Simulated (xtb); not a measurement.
C$_{4}$H$_{4}$N (SMILES C1=C[N]C=C1), doublet, at a GFN2-xTB geometry. Base run: xtb 6.7.1 with GFN2-xTB.

Geometry (Å):
```xyz
9

N      0.0010     0.0018     1.2138
C     -0.0284     1.0664     0.4180
C      0.0291    -1.0651     0.4211
C     -0.0559     0.6789    -0.9651
C      0.0543    -0.6818    -0.9631
H      0.0202     2.0633     0.8158
H     -0.0189    -2.0609     0.8219
H     -0.0628     1.3494    -1.8016
H      0.0598    -1.3548    -1.7977
```
Charge 0, spin multiplicity 2.
All else is at xtb's defaults.
Base energy -13.43196 Eh.

Variants of this job, named by their change:

```json
[
 {"change": "base", "ΔE vs base (kJ/mol)": "0.00", "dipole (D)": "1.57", "SCF cycles": "16"},
 {"change": "etemp = 1000", "ΔE vs base (kJ/mol)": "-2.97", "dipole (D)": "1.48", "SCF cycles": "12"},
 {"change": "etemp = 3000", "ΔE vs base (kJ/mol)": "-22.87", "dipole (D)": "1.43", "SCF cycles": "10"},
 {"change": "acc = 0.1", "ΔE vs base (kJ/mol)": "0.00", "dipole (D)": "1.57", "SCF cycles": "19"},
 {"change": "alpb = water", "ΔE vs base (kJ/mol)": "-11.23", "dipole (D)": "1.82", "SCF cycles": "12"},
 {"change": "etemp = 10000", "ΔE vs base (kJ/mol)": "-151.6", "dipole (D)": "1.55", "SCF cycles": "10"}
]
```

ALPB and GBSA are two models with their own fitted parameters for each solvent, which aren't always the measured dielectric constant.
